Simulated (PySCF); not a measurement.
Species: bromoacetonitrile, C2H2BrN.
Cartesian coordinates in Å at the PBE0-D3(BJ)/def2-SVP level; atoms count from 1:
```xyz
6
C2H2BrN angstrom
N      0.683   -2.072    0.063
C      0.265   -0.995    0.033
C     -0.278    0.349   -0.004
Br     1.114    1.695   -0.122
H     -0.854    0.551    0.909
H     -0.930    0.472   -0.879
```

Level of theory: core-valence-separated Tamm–Dancoff BHandHLYP/aug-pcX-1 (pcseg-1 on H, def2-SVPD on Br) in PySCF, non-relativistic, gas phase, PBE0-D3(BJ)/def2-SVP geometry. No empirical shift is added; at this level the pattern usually sits a few eV under experiment.

The lowest roots of each edge with f over 0.003 (five at most, numbered afresh; weaker and dark ones are left out), with transition dipoles (au) in the frame of the coordinates:

| root | edge | E (eV) | μx | μy | μz |
| --- | --- | --- | --- | --- | --- |
| 1 | C | 283.77 | -0.0790 | -0.0276 | 0.0045 |
| 2 | C | 284.13 | 0.0039 | 0.0041 | 0.0957 |
| 3 | C | 284.72 | -0.0691 | -0.0589 | 0.0055 |
| 4 | C | 286.52 | -0.0245 | -0.0266 | 0.0020 |
| 5 | C | 287.91 | -0.0295 | 0.0035 | 0.0016 |
| 6 | N | 396.91 | -0.0740 | -0.0272 | 0.0043 |
| 7 | N | 397.43 | 0.0033 | 0.0035 | 0.0807 |
| 8 | N | 402.15 | -0.0085 | -0.0152 | 0.0011 |
| 9 | N | 402.67 | 0.0183 | 0.0011 | -0.0007 |

Task: What are the oscillator strengths?

Result: f = (2/3) ΔE |μ|², with ΔE in hartree (27.2114 eV):

```json
{"root": "1", "ΔE (Eh)": "10.4284", "|μ|² (au)": "0.007022", "f": "0.049", "core hole on": "C2"}
{"root": "2", "ΔE (Eh)": "10.4414", "|μ|² (au)": "0.009196", "f": "0.064", "core hole on": "C2"}
{"root": "3", "ΔE (Eh)": "10.4633", "|μ|² (au)": "0.008275", "f": "0.058", "core hole on": "C3"}
{"root": "4", "ΔE (Eh)": "10.5293", "|μ|² (au)": "0.001313", "f": "0.009", "core hole on": "C2"}
{"root": "5", "ΔE (Eh)": "10.5805", "|μ|² (au)": "0.000883", "f": "0.006", "core hole on": "C3"}
{"root": "6", "ΔE (Eh)": "14.5862", "|μ|² (au)": "0.006230", "f": "0.061", "core hole on": "N1"}
{"root": "7", "ΔE (Eh)": "14.6053", "|μ|² (au)": "0.006530", "f": "0.064", "core hole on": "N1"}
{"root": "8", "ΔE (Eh)": "14.7789", "|μ|² (au)": "0.000305", "f": "0.003", "core hole on": "N1"}
{"root": "9", "ΔE (Eh)": "14.7977", "|μ|² (au)": "0.000336", "f": "0.003", "core hole on": "N1"}
```

Task: Molecules are fixed in this frame and the field points along z. What effective strengths 3 f cos²θ do the roots have (θ between field and μ)?

Result: root 1 (C2): 0.000, root 2 (C2): 0.191, root 3 (C3): 0.001, root 4 (C2): 0.000, root 5 (C3): 0.000, root 6 (N1): 0.001, root 7 (N1): 0.190, root 8 (N1): 0.000, root 9 (N1): 0.000. Averaged over all orientations cos²θ is 1/3, which gives f back.

 The BHandHLYP/aug-pcX-1 (pcseg-1 on H, def2-SVPD on Br) calculation is non-relativistic and has no spin–orbit coupling, an omission that weighs most on bromine.
